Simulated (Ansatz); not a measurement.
```yaml
crystal:
  periodic: [false, false, false]
  atoms:
    - {symbol: Al, position_ang: [-0.118738, 0.594540, 1.356070]}
    - {symbol: Al, position_ang: [0.407260, 1.267954, -1.578672]}
    - {symbol: Cu, position_ang: [1.459241, -1.102219, 1.811006]}
    - {symbol: Cu, position_ang: [-1.538284, -0.043812, -0.505561]}
    - {symbol: Cu, position_ang: [-1.786492, 1.427351, -2.298637]}
    - {symbol: Cu, position_ang: [1.955750, 0.612284, 0.156247]}
    - {symbol: Cu, position_ang: [-0.913553, -1.601989, 1.445891]}
    - {symbol: Cu, position_ang: [0.534796, -1.154108, -0.386354]}
basis:
  gaussian: {orbitals: def2-TZVP}
total_charge: -1
magnetization: {spin_polarized: true, initial_magnetization: 1}
hamiltonian: {xc: pbe0, dispersion: d4}
scf: {omitted_lower_state_checks: [starts]}
output: {orbitals: {seedname: orbitals}}
```

```sh
$ ansatz run in.yaml --threads 4 --pin off --events-out ev --progress --plain --max-ram 6963MiB
```

Q: Does this run fit into the memory that it is given?

A: No. It has 344 basis functions, and Ansatz plans for 8 GiB where 7 GiB are given.
